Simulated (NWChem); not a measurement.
All runs are NWChem calculations. System: diboron tetrafluoride (B$_{2}$F$_{4}$), charge 0, spin multiplicity 1, at a geometry optimised with B3LYP/def2-SVP. Level: CCSD(T)/cc-pVDZ, 6 core orbitals frozen.

Input file:

```
start mol
memory heap 100 mb stack 700 mb global 1900 mb
geometry units angstroms nocenter noautoz
  F      0.000000    -1.124344    -1.555462
  B      0.000000     0.000000    -0.861539
  F      0.000000     1.124344    -1.555462
  B      0.000000     0.000000     0.861539
  F      1.124344     0.000000     1.555461
  F     -1.124344     0.000000     1.555461
  symmetry group C2v
end
basis spherical
  * library cc-pvdz
end
scf
  rhf
  nopen 0
  maxiter 100
  thresh 1e-7
  semidirect memsize 60000000 filesize 0
end
ccsd
  freeze core 6
  maxiter 60
end
task ccsd(t) energy
```

Part of the output:

```
             Northwest Computational Chemistry Package (NWChem) 7.3.0
             --------------------------------------------------------

                                NWChem Input Module
                                -------------------

 Scaling coordinates for geometry "geometry" by  1.889725989
 (inverse scale =  0.529177249)

 Turning off AUTOSYM since
 SYMMETRY directive was detected!

                             Geometry "geometry" -> ""
                             -------------------------

 Output coordinates in angstroms (scale by  1.889725989 to convert to a.u.)

  No.       Tag          Charge          X              Y              Z
 ---- ---------------- ---------- -------------- -------------- --------------
    1 F                    9.0000     0.00000000    -1.12434400    -1.55546200
    2 B                    5.0000     0.00000000     0.00000000    -0.86153900
    3 F                    9.0000     0.00000000     1.12434400    -1.55546200
    4 B                    5.0000     0.00000000     0.00000000     0.86153900
    5 F                    9.0000     1.12434400     0.00000000     1.55546100
    6 F                    9.0000    -1.12434400     0.00000000     1.55546100

 Effective nuclear repulsion energy (a.u.)     202.7003659806

            Nuclear Dipole moment (a.u.)
            ----------------------------
        X                 Y               Z
 ---------------- ---------------- ----------------
     0.0000000000     0.0000000000    -0.0000340151

      Symmetry information
      --------------------

 Group name             C2v
 Group number             16
 Group order               4
 No. of unique centers     4

      Symmetry unique atoms

     1    2    4    5


 Summary of "ao basis" -> "" (spherical)
 ------------------------------------------------------------------------------
       Tag                 Description            Shells   Functions and Types
 ---------------- ------------------------------  ------  ---------------------
 *                          cc-pvdz                   on all atoms

 Summary of "ao basis" -> "ao basis" (spherical)
 ------------------------------------------------------------------------------
       Tag                 Description            Shells   Functions and Types
 ---------------- ------------------------------  ------  ---------------------
 F                          cc-pvdz                  6       14   3s2p1d
 B                          cc-pvdz                  6       14   3s2p1d

                                 NWChem SCF Module
                                 -----------------

  ao basis        = "ao basis"
  functions       =    84
  atoms           =     6
  closed shells   =    23
  open shells     =     0
  charge          =   0.00
  wavefunction    = RHF
  use symmetry    = T
  symmetry adapt  = T

 Summary of "ao basis" -> "ao basis" (spherical)
 ------------------------------------------------------------------------------
       Tag                 Description            Shells   Functions and Types
 ---------------- ------------------------------  ------  ---------------------
 F                          cc-pvdz                  6       14   3s2p1d
 B                          cc-pvdz                  6       14   3s2p1d

      Symmetry analysis of basis
      --------------------------

        a1         34
        a2         10
        b1         20
        b2         20

 Forming initial guess at       0.0s

      Superposition of Atomic Density Guess
      -------------------------------------

 Sum of atomic energies:        -446.60135815

      Non-variational initial energy
      ------------------------------

 Total energy =    -448.012460
 1-e energy   =   -1024.515771
 2-e energy   =     373.802945
 HOMO         =      -0.415535
 LUMO         =       0.047599

      Symmetry analysis of molecular orbitals - initial
      -------------------------------------------------

  Numbering of irreducible representations:

     1 a1          2 a2          3 b1          4 b2

  Orbital symmetries:

     1 a1          2 a1          3 b1          4 b2          5 a1
     6 a1          7 a1          8 a1          9 b1         10 b2
    11 a1         12 a1         13 b1         14 b2         15 a1
    16 b2         17 b1         18 a1         19 a2         20 a2
    21 b1         22 b2         23 a1         24 b1         25 b2
    26 a1         27 a1         28 a1         29 b2         30 b1
    31 b2         32 b1         33 a1

 Starting SCF solution at       0.4s

 ----------------------------------------------
         Quadratically convergent ROHF

 Convergence threshold     :          1.000E-07
 Maximum no. of iterations :          100
 Final Fock-matrix accuracy:          1.000E-09
 ----------------------------------------------

              iter       energy          gnorm     gmax       time
             ----- ------------------- --------- --------- --------
                 1     -447.2589397598  1.43D+00  2.95D-01      0.4
                 2     -447.3672722414  3.49D-01  9.89D-02      0.4
                 3     -447.3775716320  2.15D-02  5.94D-03      0.4
                 4     -447.3776152380  8.40D-05  3.10D-05      0.5
                 5     -447.3776152388  9.39D-09  2.70D-09      0.6

       Final RHF  results
       ------------------

         Total SCF energy =   -447.377615238770
      One-electron energy =  -1026.536323781947
      Two-electron energy =    376.458342562528
 Nuclear repulsion energy =    202.700365980649

        Time for solution =      0.2s

       Symmetry analysis of molecular orbitals - final
[...]
 ------------------------------------------
 Reference energy:           -447.377615238770090
 MP2 Corr. energy:             -0.894895281165641
 Total MP2 energy:           -448.272510519935736

 ****************************************************************************
              the segmented parallel ccsd program:    1 nodes
 ****************************************************************************

 level of theory    ccsd(t)
 number of core         6
 number of occupied    17
 number of virtual     61
 number of deleted      0
 total functions       84
 number of shells      36
 basis label          566

   ***** ccsd parameters *****
   iprt   =     0
   convi  =  0.100E-05
   maxit  =    60
   mxvec  =     5
 memory            104844108
  Using  1 OpenMP thread(s) in CCSD
  IO offset    20.000000000000000
  IO error message >End of File
  file_read_ga: failing reading from ./mol.t2
  Failed reading restart vector from ./mol.t2
  Using MP2 initial guess vector

-------------------------------------------------------------------------
 iter     correlation     delta       rms       T2     Non-T2      Main
             energy      energy      error      ampl     ampl      Block
                                                time     time      time
-------------------------------------------------------------------------
   1     -0.8855993397 -8.856D-01  8.226D-02     4.88     0.01     4.48
   2     -0.9066317563 -2.103D-02  1.359D-01     4.75     0.01     4.39
   3     -0.9060161340  6.156D-04  2.771D-02     4.75     0.01     4.42
   4     -0.9087126122 -2.696D-03  1.707D-03     4.72     0.01     4.39
   5     -0.9090817284 -3.691D-04  5.575D-03     4.73     0.02     4.40
   6     -0.9090332638  4.846D-05  6.907D-04     4.84     0.01     4.49
   7     -0.9090293835  3.880D-06  1.113D-04     4.82     0.01     4.49
   8     -0.9090307945 -1.411D-06  8.508D-05     4.83     0.01     4.49
   9     -0.9090298972  8.973D-07  1.243D-05     4.84     0.01     4.48
  10     -0.9090300794 -1.823D-07  7.495D-06     4.80     0.01     4.46
  11     -0.9090302510 -1.716D-07  9.252D-07     4.80     0.01     4.47
                  *************converged*************
-------------------------------------------------------------------------

 -----------
 CCSD Energy
 -----------
 Reference energy:            -447.377615238770090
 CCSD corr. energy:             -0.909030250999935
 Total CCSD energy:           -448.286645489770024

 --------------------------------
 Spin Component Scaled (SCS) CCSD
 --------------------------------
 Same spin contribution:                 -0.219755245080568
 Same spin scaling factor:                1.130000000000000
 Opposite spin contribution:             -0.689275005919367
 Opposite spin scaling fact.:             1.270000000000000
 SCS-CCSD correlation energy:            -1.123702684458637
 Total SCS-CCSD energy:                -448.501317923228726
 memory            104844108

*********triples calculation*********

nkpass=    1; nvpass=    1; memdrv=         373869; memtrn=         898967; memavail=      104843052
 memory available/node                      104843052
 total number of virtual orbitals        61
 number of virtuals per integral pass    61
 number of integral evaluations           1
 number of occupied per triples pass     17
 number of triples passes                 1

 commencing integral evaluation        1 at          55.05
  symmetry use  T
task         2 out of       666 done   0%  at       0.0 secs
task        34 out of       666 done   5%  at       0.2 secs
task        67 out of       666 done  10%  at       0.3 secs
task       100 out of       666 done  15%  at       0.5 secs
task       134 out of       666 done  20%  at       0.7 secs
task       167 out of       666 done  25%  at       0.8 secs
task       200 out of       666 done  30%  at       0.9 secs
task       234 out of       666 done  35%  at       0.9 secs
task       272 out of       666 done  40%  at       1.0 secs
task       300 out of       666 done  45%  at       1.2 secs
task       333 out of       666 done  50%  at       1.2 secs
task       370 out of       666 done  55%  at       1.3 secs
task       401 out of       666 done  60%  at       1.3 secs
task       433 out of       666 done  65%  at       1.4 secs
task       467 out of       666 done  70%  at       1.4 secs
task       500 out of       666 done  75%  at       1.5 secs
task       547 out of       666 done  82%  at       1.7 secs
task       580 out of       666 done  87%  at       1.7 secs
task       602 out of       666 done  90%  at       1.7 secs
task       633 out of       666 done  95%  at       1.9 secs
task       666 out of       666 done 100%  at       2.0 secs
 commencing triples evaluation - blocking       1
 ccsd(t): done        1 out of       61 progress:    1.6%
 ccsd(t): done        2 out of       61 progress:    3.3%
 ccsd(t): done        3 out of       61 progress:    4.9%
 ccsd(t): done        4 out of       61 progress:    6.6%
 ccsd(t): done        5 out of       61 progress:    8.2%
 ccsd(t): done        6 out of       61 progress:    9.8%
 ccsd(t): done        7 out of       61 progress:   11.5%
 ccsd(t): done        8 out of       61 progress:   13.1%
 ccsd(t): done        9 out of       61 progress:   14.8%
 ccsd(t): done       10 out of       61 progress:   16.4%
 ccsd(t): done       11 out of       61 progress:   18.0%
 ccsd(t): done       12 out of       61 progress:   19.7%
 ccsd(t): done       13 out of       61 progress:   21.3%
 ccsd(t): done       14 out of       61 progress:   23.0%
 ccsd(t): done       15 out of       61 progress:   24.6%
 ccsd(t): done       16 out of       61 progress:   26.2%
 ccsd(t): done       17 out of       61 progress:   27.9%
 ccsd(t): done       18 out of       61 progress:   29.5%
 ccsd(t): done       19 out of       61 progress:   31.1%
 ccsd(t): done       20 out of       61 progress:   32.8%
 ccsd(t): done       21 out of       61 progress:   34.4%
 ccsd(t): done       22 out of       61 progress:   36.1%
 ccsd(t): done       23 out of       61 progress:   37.7%
 ccsd(t): done       24 out of       61 progress:   39.3%
 ccsd(t): done       25 out of       61 progress:   41.0%
 ccsd(t): done       26 out of       61 progress:   42.6%
 ccsd(t): done       27 out of       61 progress:   44.3%
 ccsd(t): done       28 out of       61 progress:   45.9%
 ccsd(t): done       29 out of       61 progress:   47.5%
 ccsd(t): done       30 out of       61 progress:   49.2%
 ccsd(t): done       31 out of       61 progress:   50.8%
 ccsd(t): done       32 out of       61 progress:   52.5%
 ccsd(t): done       33 out of       61 progress:   54.1%
 ccsd(t): done       34 out of       61 progress:   55.7%
 ccsd(t): done       35 out of       61 progress:   57.4%
 ccsd(t): done       36 out of       61 progress:   59.0%
 ccsd(t): done       37 out of       61 progress:   60.7%
 ccsd(t): done       38 out of       61 progress:   62.3%
 ccsd(t): done       39 out of       61 progress:   63.9%
 ccsd(t): done       40 out of       61 progress:   65.6%
 ccsd(t): done       41 out of       61 progress:   67.2%
 ccsd(t): done       42 out of       61 progress:   68.9%
 ccsd(t): done       43 out of       61 progress:   70.5%
 ccsd(t): done       44 out of       61 progress:   72.1%
 ccsd(t): done       45 out of       61 progress:   73.8%
 ccsd(t): done       46 out of       61 progress:   75.4%
 ccsd(t): done       47 out of       61 progress:   77.0%
 ccsd(t): done       48 out of       61 progress:   78.7%
 ccsd(t): done       49 out of       61 progress:   80.3%
 ccsd(t): done       50 out of       61 progress:   82.0%
 ccsd(t): done       51 out of       61 progress:   83.6%
 ccsd(t): done       52 out of       61 progress:   85.2%
 ccsd(t): done       53 out of       61 progress:   86.9%
 ccsd(t): done       54 out of       61 progress:   88.5%
 ccsd(t): done       55 out of       61 progress:   90.2%
 ccsd(t): done       56 out of       61 progress:   91.8%
 ccsd(t): done       57 out of       61 progress:   93.4%
 ccsd(t): done       58 out of       61 progress:   95.1%
 ccsd(t): done       59 out of       61 progress:   96.7%
 ccsd(t): done       60 out of       61 progress:   98.4%
 ccsd(t): done       61 out of       61 progress:  100.0%
 Time for integral evaluation pass     1        2.07
 Time for triples evaluation pass      1       18.53

 pseudo-e(mp4)  -0.20596459375888E-01
 pseudo-e(mp5)   0.28741217900956E-02
        e(t)    -0.17722337585792E-01

 --------------
 CCSD(T) Energy
 --------------
 Reference energy:                    -447.377615238770090

 CCSD corr. energy:                     -0.909030250999935
 T(CCSD) corr. energy:                  -0.020596459375888
 Total CCSD+T(CCSD) energy:           -448.307241949145919

 CCSD corr. energy:                     -0.909030250999935
 (T) corr. energy:                      -0.017722337585792
 Total CCSD(T) energy:                -448.304367827355804

 routine      calls  cpu(0)   cpu-min  cpu-ave  cpu-max   i/o
 aoccsd          1     0.02     0.02     0.02     0.02    0.00
 iterdrv         1     0.03     0.03     0.03     0.03    0.00
 pampt          11     0.18     0.18     0.18     0.18    0.00
 t2pm           11     0.27     0.27     0.27     0.27    0.00
 sxy            11     0.43     0.43     0.43     0.43    0.00
 ints      4548940    33.65    33.65    33.65    33.65    0.00
 t2eri        7326    12.42    12.42    12.42    12.42    0.00
 idx2         7326     1.71     1.71     1.71     1.71    0.00
 idx34          11     0.25     0.25     0.25     0.25    0.00
 ht2pm          11     0.41     0.41     0.41     0.41    0.00
 itm            11     2.94     2.94     2.94     2.94    0.00
 pdiis          11     0.08     0.08     0.08     0.08    0.00
 triples         1     0.00     0.00     0.00     0.00    0.00
 rdtrpo          1     0.02     0.02     0.02     0.02    0.00
 trpmos          1     2.07     2.07     2.07     2.07    0.00
 trpdrv          1     2.10     2.10     2.10     2.10    0.00
 dovvv      317322     8.58     8.58     8.58     8.58    0.00
 doooo      317322     2.83     2.83     2.83     2.83    0.00
 tengy      299693     4.88     4.88     4.88     4.88    0.00
 Total                72.89    72.89    72.89    72.89    0.00

 Task  times  cpu:       76.2s     wall:       76.2s

 Total times  cpu:       76.2s     wall:       76.2s
```
